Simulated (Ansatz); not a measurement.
System: sum formula GeH₂F₂, charge 0, multiplicity 1. 
Coordinates optimised at B3LYP-D3(BJ)/def2-TZVP (Ansatz, a program for electronic structure):
SMILES: [F][GeH2][F]
```xyz
5

F     -0.7714    -1.3490    -0.0057
Ge     0.3335    -0.0114     0.0403
F     -0.6580     1.3979    -0.1669
H      1.2511    -0.1207    -1.1768
H      0.9408     0.0457     1.4414
```
Charge 0, spin multiplicity 1.

Wanted: atomisation energy (electronic, to ground-state atoms), in kJ/mol. Cores are frozen in the correlated levels unless marked. UHF or UKS for open shells. Spin-orbit coupling is left out. Frozen are the shells of the preceding noble gas and the d and f shells that filled before the atom's block. No relativistic terms. The coupled-cluster limit lacks core correlation, which all-electron functionals hold. CBS marks a two-point X^-3 extrapolation of the correlation energy; Hartree-Fock from the larger set (for Q and 5 zeta extrapolated as (X+1)exp(-9√X)).

```tsv
level	program	atomisation energy (kJ/mol)
PBE-D3(BJ)/def2-TZVPD	Ansatz + dftd3	(withheld)
LC-wPBE/def2-TZVPD	Ansatz	1576.4
SCS-MP2/STO-3G	Ansatz	1385.8
SCS-MP2/cc-pV5Z	Ansatz	1634.2
CCSD/cc-pVDZ	Ansatz	(withheld)
CCSD(T)/CBS(cc-pVQZ,cc-pV5Z)	Ansatz	1611.1
```

Problem. What belongs in the gaps?

Solution. 
- PBE-D3(BJ)/def2-TZVPD, atomisation energy (kJ/mol): 1591.1
- CCSD/cc-pVDZ, atomisation energy (kJ/mol): 1415.7
